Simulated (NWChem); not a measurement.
Correlation energy of CH3BO

SMILES: B.[C-]#[O+]
```xyz
6

B      1.2813     0.3800     0.0000
H      1.7441    -0.0986     1.0226
H      1.7441    -0.0986    -1.0226
H      1.2403     1.5995     0.0000
O     -1.2605    -0.3738     0.0000
C     -0.1752    -0.0520     0.0000
```
Charge 0, spin multiplicity 1.

All runs are NWChem calculations. Structure: optimised with PBE0/def2-SVP, a minimum by its harmonic frequencies.

Basis set: cc-pVDZ. Each correlation energy counts from its own Hartree-Fock reference.

The correlated methods keep 3 core orbitals frozen. The structure started from a generated list of species. No row is a measurement; the coupled-cluster row has its own basis-set and correlation limits.

### Question
Order these methods by the correlation energy they give, lowest first: RI-MP2, SCS-MP2, CR-CCSD[T], CR-CCSD(T), CCSD.

### Answer
CR-CCSD[T] (-444.6 mHa), CR-CCSD(T) (-443.2 mHa), CCSD (-431.1 mHa), RI-MP2 (-407.8 mHa), SCS-MP2 (-402.3 mHa)
